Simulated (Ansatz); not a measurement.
A search over several starts for the lowest SCF solution of [ReNF4]2- (ReNF4²⁻) at the given spin, in a small basis.

```yaml
crystal:
  periodic: [false, false, false]
  atoms:
    - {symbol: Re, position_ang: [0.000279, -0.000609, 0.170434]}
    - {symbol: N, position_ang: [0.002892, -0.006858, 1.823617]}
    - {symbol: F, position_ang: [1.920302, 0.014065, -0.501299]}
    - {symbol: F, position_ang: [-0.013063, 1.922805, -0.491478]}
    - {symbol: F, position_ang: [-1.921841, -0.010457, -0.495299]}
    - {symbol: F, position_ang: [0.011430, -1.918937, -0.505974]}
basis:
  gaussian: {orbitals: def2-SVP, initial_orbitals: start.molden}
total_charge: -2
hamiltonian: {xc: pbe0, dispersion: d4}
output: {orbitals: {seedname: orbitals}}
```

The file start.molden holds the orbitals of an earlier run on this structure, at another level or in another basis.

```sh
$ ansatz run in.yaml --threads 4 --pin off --events-out ev --progress --plain --max-ram 3916MiB
```

It prints (some lines left out):

```
Functional definition: PBE0
967 factors; integrals over basis functions are off by at most 9.0e-4 eV
mean field evaluation 1: about -14467.2392 eV, gradient 5.3e1 eV
mean field evaluation 2: about -14467.7120 eV, gradient 1.1e0 eV
mean field evaluation 4: about -14467.9426 eV, gradient 6.7e-3 eV
mean field evaluation 8: about -14430.0541 eV, gradient 1.1e2 eV
mean field evaluation 16: about -14467.7172 eV, gradient 4.3e-1 eV
mean field -14467.94259398 eV, -531.6870836050 hartree, gradient 5.1e-5 eV, S^2 0.000000; 1 other end points of the search recorded, 0 dependent functions left out
reference -14467.94263690 eV, -531.6870851823 hartree; 30, 30 occupied and 72, 72 virtual orbitals, 967 factors
Total energy: -14468.09230767 eV, -531.6925854815 hartree
```

It took 1.9 s on 4 threads of Arm Neoverse V1 on a shared host.

In the def2 sets Re takes a core potential; there is no spin–orbit coupling. A multiply charged anion in the gas phase is held together partly by the finite basis. Removing one electron lowers the energy by 3.19 eV at PBE0-D4/def2-TZVPD, so it isn't bound. The highest occupied level of the charge -2 singlet lies above zero (up to 6.13 eV). By energy differences it is unbound by 3.19 eV (vertical, to the charge -1 doublet, at PBE0-D4/def2-TZVPD) and held by the finite basis.
